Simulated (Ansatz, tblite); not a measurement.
Forces on Zr4P4 at its PBE-D4/def2-SVP geometry. The state is a singlet with charge 0.

In the def2 sets Zr takes a core potential; there is no spin–orbit coupling. The xTB rows come from tblite. The restricted singlet is unstable towards broken spin symmetry in Hartree–Fock (as tested in another run); at PBE-D4/def2-TZVP this wasn't settled. Another isomer (singlet) lies 0.12 eV lower at PBE0-D4/def2-TZVP; other spin states weren't run for this one.

GFN1-xTB (tblite), largest force 4.26 eV/Å:

```xyz
8
positions Å, forces eV/Å
Zr   -1.557   -1.371    0.349   -0.954   -3.192    2.103
Zr   -1.699    0.791   -1.360   -0.920    2.812   -3.069
Zr   -0.199    1.296    1.186   -1.154    2.272    3.322
Zr    1.218   -0.255   -0.649    2.463   -1.965   -2.169
P     2.047    0.176    1.828   -0.824   -0.280   -0.375
P    -0.681   -1.434   -1.972   -0.110   -0.461   -0.456
P     0.466   -1.313    1.730    1.230    0.066    0.813
P     0.406    2.111   -1.114    0.269    0.747   -0.169
```

GFN2-xTB (tblite), largest force 6.75 eV/Å:

```
Zr -3.698 -3.977 2.167
Zr -3.631 3.073 -3.780
Zr -1.810 3.821 5.260
Zr 4.931 -2.870 -2.510
P 1.121 0.722 0.265
P 0.119 -1.736 -1.960
P 1.521 -1.386 1.454
P 1.448 2.353 -0.895
```

PBE-D4/def2-TZVP (Ansatz), largest force 0.29 eV/Å:

```
Zr 0.075 0.005 0.002
Zr 0.089 -0.015 -0.011
Zr 0.042 -0.058 -0.017
Zr -0.089 -0.002 0.049
P -0.192 -0.165 -0.033
P -0.012 0.037 0.040
P 0.132 0.251 -0.073
P -0.045 -0.053 0.041
```
